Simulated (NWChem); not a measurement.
System: CHCl, singlet; SMILES [CH]Cl

NWChem input:

```
start job
memory heap 200 mb stack 900 mb global 1100 mb
geometry units angstroms noautosym nocenter noautoz
  C      0.150000     1.200207     0.000000
  Cl    -0.013346    -0.519196     0.000000
  H     -0.918878     1.524877     0.000000
end
basis spherical
  C library cc-pvtz
  Cl library cc-pvtz
  H library cc-pvtz
end
dft
  xc b3lyp
  iterations 150
end
tddft
  cis
  ecut -98.0
  nroots 6
  notriplet
end
task tddft energy
```

Output (shortened):

```
             Northwest Computational Chemistry Package (NWChem) 7.3.0
             --------------------------------------------------------

                             Geometry "geometry" -> ""
                             -------------------------

 Output coordinates in angstroms (scale by  1.889725989 to convert to a.u.)

  No.       Tag          Charge          X              Y              Z
 ---- ---------------- ---------- -------------- -------------- --------------
    1 C                    6.0000     0.15000000     1.20020700     0.00000000
    2 Cl                  17.0000    -0.01334600    -0.51919600     0.00000000
    3 H                    1.0000    -0.91887800     1.52487700     0.00000000

 Effective nuclear repulsion energy (a.u.)      38.1177207001

                                 NWChem DFT Module
                                 -----------------

 Summary of "ao basis" -> "ao basis" (spherical)
 ------------------------------------------------------------------------------
       Tag                 Description            Shells   Functions and Types
 ---------------- ------------------------------  ------  ---------------------
 C                          cc-pvtz                 10       30   4s3p2d1f
 Cl                         cc-pvtz                 12       34   5s4p2d1f
 H                          cc-pvtz                  6       14   3s2p1d

            General Information
            -------------------
          SCF calculation type: DFT
          Wavefunction type:  closed shell.
          No. of atoms     :     3
          No. of electrons :    24
           Alpha electrons :    12
            Beta electrons :    12
          Charge           :     0
          Spin multiplicity:     1
          Use of symmetry is: off; symmetry adaption is: off
          Maximum number of iterations: 150
          AO basis - number of functions:    78
                     number of shells:    28
          Convergence on energy requested:  1.00D-06
          Convergence on density requested:  1.00D-05
          Convergence on gradient requested:  5.00D-04

              XC Information
              --------------
                         B3LYP Method XC Potential
                     Hartree-Fock (Exact) Exchange  0.200
                        Slater Exchange Functional  0.800 local
                    Becke 1988 Exchange Functional  0.720 non-local
              Lee-Yang-Parr Correlation Functional  0.810
                  VWN I RPA Correlation Functional  0.190 local

[...]

                                NWChem TDDFT Module
                                -------------------

            General Information
            -------------------
           No. of orbitals :     156
            Alpha orbitals :      78
             Beta orbitals :      78
        Alpha frozen cores :       0
         Beta frozen cores :       0
     Alpha frozen virtuals :       0
      Beta frozen virtuals :       0
         Spin multiplicity :       1
    Number of AO functions :      78
        Use of symmetry is : off
      Symmetry adaption is : off
         Schwarz screening :  0.10D-07

              XC Information
              --------------
                  B3LYP Method XC Potential
              Hartree-Fock (Exact) Exchange   0.20
                 Slater Exchange Functional   0.80 local
             Becke 1988 Exchange Functional   0.72 non-local
       Lee-Yang-Parr Correlation Functional   0.81
           VWN I RPA Correlation Functional   0.19 local

             TDDFT Information
             -----------------
          Calculation type : Tamm-Dancoff TDDFT
         Wavefunction type : Restricted singlets
          No. of electrons :      24
           Alpha electrons :      12
            Beta electrons :      12
              No. of roots :       6
          Max subspacesize :    5200
            Max iterations :     100
               Target root :       1
           Target symmetry : none
             Energy Cutoff :-0.98D+02
      Symmetry restriction : off
                 Algorithm : Optimal
        Davidson threshold :  0.10D-03

    6 smallest eigenvalue differences (eV)
--------------------------------------------------------
  No. Spin  Occ  Vir  Irrep   E(Occ)    E(Vir)   E(Diff)
--------------------------------------------------------
    1    1    1   13 a      -101.604    -0.131  2761.228
    2    1    1   14 a      -101.604     0.022  2765.388
    3    1    1   15 a      -101.604     0.064  2766.534
    4    1    1   16 a      -101.604     0.228  2771.008
    5    1    1   17 a      -101.604     0.275  2772.291
    6    1    1   18 a      -101.604     0.289  2772.663
--------------------------------------------------------

  Entering Davidson iterations
  Restricted singlet excited states

  Iter   NTrls   NConv    DeltaV     DeltaE      Time
  ----  ------  ------  ---------  ---------  ---------
    1      6       0     0.44E-01   0.10+100       18.7
    2     12       0     0.12E-01   0.65E-02       23.0
    3     18       1     0.46E-02   0.25E-03       22.9
    4     23       4     0.97E-03   0.26E-04       21.8
    5     25       5     0.27E-03   0.15E-05       14.8
    6     26       6     0.71E-04   0.44E-07       16.5
  ----  ------  ------  ---------  ---------  ---------
  Convergence criterion met

  Ground state a        -498.818464604064 a.u.

  ----------------------------------------------------------------------------
  Root   1 singlet a            101.402673357 a.u.             2759.3083 eV
  ----------------------------------------------------------------------------
     Transition Moments    X -0.00000   Y -0.00000   Z -0.00557
     Dipole Oscillator Strength                    0.0020952465
     Electric Quadrupole                           0.0001662389
     Magnetic Dipole                               0.0002940563
     Total Oscillator Strength                     0.0025555417

[...]
```

Level: B3LYP/cc-pVTZ, restricted-window TDA. Low-valent species are run as closed-shell singlets; no triplet was tried in these runs. All runs use the structure optimised with B3LYP/6-31G* (spherical d). The quadrupole and magnetic terms of the printed total strengths depend on the origin.
